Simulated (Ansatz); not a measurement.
Isomers of C5H14OSn (singlet), relaxed with PBE-D4/def2-SVP; total energies from Ansatz at PBE-QIDH/def2-TZVP.

| isomer | description | energy (Eh) |
| --- | --- | --- |
| A | SnHMe2(OiPr) (C₅H₁₄OSn) | -488.02559 |
| B | Sn(OEt)Me3 (C5H14OSn) | -488.03136 |
| C | SnH2Me(OtBu) (C₅H₁₄OSn) | -488.01849 |

In the def2 sets Sn takes a core potential; there is no spin–orbit coupling. Correlated methods freeze 10 core orbitals; core or outer-core shells of Sn are correlated, in sets that lack core-valence functions.

Work out the relative energies (1 Eh = 2625.5 kJ/mol) and the Boltzmann populations at 1200 K from electronic energies alone (R = 8.314 J/mol/K).

ΔE: A 15.1, B 0.0, C 33.8 kJ/mol. RT = 9.98 kJ/mol. Factors exp(−ΔE/RT): A 0.22, B 1, C 0.0338; sum 1.254. Populations: A 17.5 %, B 79.8 %, C 2.7 %. Zero-point energy, vibrational entropy and symmetry numbers are left out and can shift these; an error of 4 kJ/mol changes a ratio by a factor of 1.5. Over the other density-functional and correlated levels in def2 sets, the gap between B and A ranges from 6 to 20 kJ/mol.
